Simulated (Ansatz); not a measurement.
Cost and result for the atomization energy of CH$_{7}$BN$_{2}$Si, SMILES `CN1BN[SiH2]1` (12 atoms, 12 bonds).

Cartesian coordinates in Å:
```
C -0.657 -0.209 1.665
N -0.176 -0.053 0.325
B -0.850 -0.021 -0.940
N 0.226 0.191 -1.875
Si 1.311 0.192 -0.534
H -1.739 -0.360 1.657
H -0.206 -1.073 2.164
H -0.451 0.673 2.281
H -2.021 -0.142 -1.149
H 0.234 0.255 -2.871
H 2.030 1.465 -0.254
H 2.299 -0.918 -0.468
```

The species carries charge 0 and has multiplicity 1. All single points use the PBE0-D4/def2-TZVP geometry. Program: Ansatz. All runs use 4 threads of an Arm Neoverse V1 on a shared host. Times are those of one run each, without the atoms' runs, and a repeat can differ threefold. Electronic energies, without spin–orbit coupling; frozen cores. CCSD(T)/CBS adds CCSD(T) − MP2 in def2-TZVPP to the MP2 limit, and its time is that of the two runs behind it. T1 = 0.012. B3LYP takes the VWN-RPA correlation (the form of Gaussian; ORCA's B3LYP/G).

CCSD(T)/CBS is a level of theory with its own doubt, some kJ/mol a heavy atom from the limit and from the frozen cores, so smaller differences don't rank the functionals.

| level | functions | wall time |
| --- | --- | --- |
| PBE0-D4/def2-TZVPP | 264 | 2.9 s |
| PBE-D4/def2-TZVPP (with forces) | 264 | 3.4 s |
| B3LYP-D4/def2-TZVPP (with forces) | 264 | 4.7 s |
| r2SCAN-D4/def2-TZVPP (with forces) | 264 | 5.5 s |
| B2PLYP/def2-TZVPP | 264 | 5.5 s |
| ωB97X-V/def2-TZVPP | 264 | 8 s |
| ωB97M-V/def2-TZVPP (with forces) | 264 | 12 s |
| MP2/def2-QZVPP | 508 | 24 s |
| CCSD(T)/def2-TZVPP | 264 | 2.5 min |
| CCSD(T)/CBS(def2) | – | 2.9 min |

(1) What atomization energy does each give, and how far from CCSD(T)/CBS? (An estimate is asked.)

Answers

(1) Ansatz gave: 
```
                             level  atomization (kJ/mol)  difference from CCSD(T)/CBS  per bond
                PBE0-D4/def2-TZVPP                4555.6                         22.8       1.9
   PBE-D4/def2-TZVPP (with forces)                4625.1                         92.3       7.7
 B3LYP-D4/def2-TZVPP (with forces)                4564.4                         31.6       2.6
r2SCAN-D4/def2-TZVPP (with forces)                4541.1                          8.3       0.7
                 B2PLYP/def2-TZVPP                4505.3                        -27.5      -2.3
                ωB97X-V/def2-TZVPP                4572.2                         39.4       3.3
  ωB97M-V/def2-TZVPP (with forces)                4571.5                         38.7       3.2
                    MP2/def2-QZVPP                4548.3                         15.5       1.3
                CCSD(T)/def2-TZVPP                4401.7                       -131.1     -10.9
                 CCSD(T)/CBS(def2)                4532.8                          0.0       0.0
```

In def2-TZVPP, CCSD(T) changes the Hartree–Fock value by +1107.4 kJ/mol (the triples alone add +63.4 kJ/mol) and MP2 by +1175.1 kJ/mol; breaking electron pairs costs correlation energy, which Hartree–Fock lacks. From PBE to PBE0 (25 % exact exchange), in def2-TZVPP and without D4, the atomization energy moves by −65.5 kJ/mol: exact exchange takes away binding that semilocal exchange gives to molecules. The D4 term adds +40.3 kJ/mol with B3LYP and +21.1 kJ/mol with PBE0; it sums over pairs of atoms, weighted by their polarisabilities, and B3LYP, whose exchange is more repulsive, gets the larger term.
